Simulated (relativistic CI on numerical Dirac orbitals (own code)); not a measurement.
# Ir: computed level list

These numbers are calculated, not measured: Dirac-Coulomb-Breit CI, separate exchange-only KLI orbitals for each configuration, model QED (radiative potential, 1s self-energy scaled to tabulated hydrogen-like ionisation energies), valence Slater integrals scaled by 0.85, P86 correlation energy added to each configuration (own radial code, finite nucleus).

Configurations in the expansion (outside the closed core [Xe] 4f14): 5d⁷6s², 5d⁸6s, 5d⁷6s6p, 5d⁹, 5d⁶6s²6p, 5d⁸6p, 5d⁷6s6d, 5d⁸6d, 5d⁸7s, 5d⁸7p, 5d⁷6s7s, 5d⁷6s7p, 5d⁷6s8s, 5d⁷6s8p, 5d⁷6p², 5d⁶6p³. Double excitations out of closed p, d and f shells are left out; levels of such configurations are missing from the list, as are those of other unlisted configurations, and high levels can miss mixing partners.

The lowest level is 5d⁷6s² ⁴F9/2, with 73 % of that term; Hund's rules for 5d⁷6s² give ⁴F with J = 9/2, in agreement.

| No. | Configuration | Term | J | E (cm⁻¹) | % | Landé g |
| --- | --- | --- | --- | --- | --- | --- |
| 1 | 5d⁷6s² | ⁴F | 9/2 | 0.0 | 73 | 1.298 |
| 2 | 5d⁸(3F)6s | ⁴F | 9/2 | 802.0 | 88 | 1.329 |
| 3 | 5d⁷6s² | ²P | 3/2 | 3636.4 | 27 | 1.033 |
| 4 | 5d⁸(3F)6s | ⁴F | 7/2 | 4401.0 | 77 | 1.212 |
| 5 | 5d⁸(1D)6s | ²D | 5/2 | 4597.1 | 30 | 1.194 |
| 6 | 5d⁷6s² | ⁴F | 7/2 | 6528.0 | 90 | 1.225 |
| 7 | 5d⁸(3F)6s | ⁴F | 5/2 | 8502.4 | 62 | 1.045 |
| 8 | 5d⁸(3F)6s | ⁴F | 3/2 | 9265.7 | 45 | 0.856 |
| 9 | 5d⁷6s² | ⁴F | 5/2 | 10573.3 | 36 | 1.180 |
| 10 | 5d⁷6s² | ⁴F | 3/2 | 11104.8 | 64 | 0.597 |
| 11 | 5d⁸(3F)6s | ²F | 7/2 | 11330.3 | 70 | 1.156 |
| 12 | 5d⁷6s² | ²P | 1/2 | 12174.3 | 49 | 1.031 |
| 13 | 5d⁷6s² | ²G | 9/2 | 13193.3 | 53 | 1.105 |
| 14 | 5d⁷6s² | ⁴P | 5/2 | 13693.1 | 45 | 1.463 |
| 15 | 5d⁷6s² | ⁴P | 5/2 | 15213.0 | 35 | 1.412 |
| 16 | 5d⁸(3P)6s | ⁴P | 3/2 | 15321.0 | 56 | 1.316 |
| 17 | 5d⁸(3P)6s | ⁴P | 1/2 | 16042.0 | 90 | 2.619 |
| 18 | 5d⁷6s² | ²G | 7/2 | 16489.7 | 55 | 0.913 |
| 19 | 5d⁸(3F)6s | ²F | 5/2 | 17447.9 | 48 | 1.015 |
| 20 | 5d⁸(3P)6s | ⁴P | 3/2 | 17523.4 | 39 | 1.228 |
| 21 | 5d⁷6s² | ²H | 11/2 | 19303.2 | 97 | 1.091 |
| 22 | 5d⁷(4F)6s<5F>6p | ⁶D° | 9/2 | 19385.9 | 58 | 1.487 |
| 23 | 5d⁷6s² | ⁴P | 1/2 | 20703.1 | 76 | 2.262 |
| 24 | 5d⁷6s² | ⁴P | 3/2 | 20723.9 | 47 | 1.371 |
| 25 | 5d⁷(4F)6s<5F>6p | ⁶F° | 11/2 | 21477.5 | 72 | 1.415 |
| 26 | 5d⁸(1G)6s | ²G | 9/2 | 22319.3 | 66 | 1.054 |
| 27 | 5d⁹ | ²D | 5/2 | 22407.2 | 38 | 1.185 |
| 28 | 5d⁷(4F)6s<5F>6p | ⁶D° | 7/2 | 23454.4 | 44 | 1.453 |
| 29 | 5d⁷(4F)6s<5F>6p | ⁶G° | 13/2 | 25427.9 | 89 | 1.369 |
| 30 | 5d⁷(4F)6s<5F>6p | ⁶F° | 9/2 | 25492.0 | 34 | 1.387 |
| 31 | 5d⁸(1G)6s | ²G | 7/2 | 25579.9 | 59 | 0.906 |
| 32 | 5d⁷6s² | ²D | 5/2 | 26256.6 | 41 | 1.173 |
| 33 | 5d⁹ | ²D | 3/2 | 26344.1 | 56 | 0.811 |
| 34 | 5d⁷(2P)6s<3P>6p | ⁴P° | 3/2 | 26476.7 | 25 | 1.566 |
| 35 | 5d⁷(4F)6s<5F>6p | ⁶F° | 5/2 | 26531.1 | 30 | 1.448 |
| 36 | 5d⁷6s² | ²D | 3/2 | 26973.2 | 35 | 0.959 |
| 37 | 5d⁷6s² | ²H | 9/2 | 27117.0 | 49 | 1.012 |
| 38 | 5d⁷(4F)6s<5F>6p | ⁶G° | 11/2 | 27335.0 | 44 | 1.322 |
| 39 | 5d⁸(3F)6p | ⁴D° | 7/2 | 27476.6 | 23 | 1.386 |
| 40 | 5d⁷(4F)6s<5F>6p | ⁶F° | 5/2 | 28059.2 | 22 | 1.457 |
| 41 | 5d⁸(3F)6p | ⁴D° | 7/2 | 28575.6 | 29 | 1.348 |
| 42 | 5d⁷(4F)6s<5F>6p | ⁶F° | 1/2 | 28974.2 | 31 | 1.039 |
| 43 | 5d⁷(4F)6s<5F>6p | ⁶G° | 9/2 | 29046.9 | 24 | 1.269 |
| 44 | 5d⁷(4F)6s<5F>6p | ⁶D° | 5/2 | 29268.4 | 28 | 1.453 |
| 45 | 5d⁷(4F)6s<5F>6p | ⁶F° | 3/2 | 29292.8 | 53 | 1.171 |
| 46 | 5d⁷(4F)6s<5F>6p | ⁶G° | 5/2 | 30881.7 | 42 | 1.240 |
| 47 | 5d⁷(2P)6s<3P>6p | ⁴D° | 7/2 | 30930.8 | 37 | 1.350 |
| 48 | 5d⁷(4F)6s<5F>6p | ⁶F° | 1/2 | 31128.0 | 37 | 0.894 |
| 49 | 5d⁷(4F)6s<5F>6p | ⁴F° | 9/2 | 31133.8 | 26 | 1.294 |
| 50 | 5d⁷(4F)6s<5F>6p | ⁶G° | 3/2 | 31341.1 | 53 | 0.418 |
| 51 | 5d⁷(4F)6s<5F>6p | ⁶G° | 7/2 | 31406.8 | 26 | 1.269 |
| 52 | 5d⁷(4F)6s<5F>6p | ⁶D° | 3/2 | 31627.8 | 60 | 1.645 |
| 53 | 5d⁷6s² | ²F | 5/2 | 31979.7 | 58 | 0.925 |
| 54 | 5d⁷(4P)6s<5P>6p | ⁶S° | 5/2 | 32018.9 | 31 | 1.525 |
| 55 | 5d⁸(3F)6p | ²G° | 9/2 | 32154.1 | 26 | 1.192 |
| 56 | 5d⁷(4F)6s<5F>6p | ⁶D° | 1/2 | 32630.6 | 38 | 1.865 |
| 57 | 5d⁷6s6p | ⁴F° | 7/2 | 32669.6 | 17 | 1.278 |
| 58 | 5d⁷(4F)6s<5F>6p | ⁶D° | 5/2 | 32685.5 | 19 | 1.237 |
| 59 | 5d⁸(3F)6p | ⁴G° | 11/2 | 32859.2 | 35 | 1.285 |
| 60 | 5d⁸(3F)6p | ⁴D° | 5/2 | 33134.8 | 18 | 1.342 |
| 61 | 5d⁸(3F)6p | ²F° | 7/2 | 33635.7 | 18 | 1.238 |
| 62 | 5d⁷(2P)6s<3P>6p | ⁴D° | 3/2 | 34064.0 | 21 | 1.230 |
| 63 | 5d⁷6s² | ²F | 7/2 | 34095.4 | 84 | 1.128 |
| 64 | 5d⁸(3F)6p | ²G° | 9/2 | 34135.3 | 25 | 1.221 |
| 65 | 5d⁷(4F)6s<5F>6p | ⁶D° | 1/2 | 34416.1 | 29 | 1.858 |
| 66 | 5d⁷6s² | ²P | 1/2 | 34587.2 | 40 | 0.966 |
| 67 | 5d⁷(2G)6s<3G>6p | ⁴F° | 9/2 | 34668.1 | 19 | 1.235 |
| 68 | 5d⁷(4F)6s<5F>6p | ⁴F° | 5/2 | 35149.6 | 24 | 1.184 |
| 69 | 5d⁸(3F)6p | ⁴G° | 11/2 | 35218.6 | 45 | 1.273 |
| 70 | 5d⁷(4P)6s<5P>6p | ⁶D° | 7/2 | 35310.8 | 30 | 1.343 |

Energies count from the lowest computed level; ° marks odd parity. Percentages are summed over parent terms; the parents shown are those of the largest component, closed shells are left out there, and <> holds an intermediate term.

The mean weight of the leading LS term, summed over parents, in these 70 levels is 45 %, and that of the leading jj configuration (from the same eigenvectors) 42 %.

Correlation outside the listed configurations is missing or only estimated: errors of thousands of cm⁻¹ between configurations and terms are usual at this charge. Rates and lifetimes follow the computed energies and can be off by large factors. The fine structure of a lone outer electron comes out too small, for d and f at times inverted, and misplaced configurations move strength between like terms. 10 of the 40 excited levels that our extract of the measured tables holds in this range could be paired (the sources list more); they are missed by 1471 cm⁻¹ on average and 3716 at most, and levels without a partner can miss by more. Some levels of the ground configuration have no partner and can miss by 10 % or more.

LS names give the leading component of a level, which can be under half, so a name can repeat, a term be missing and a line seem to break the LS rules.
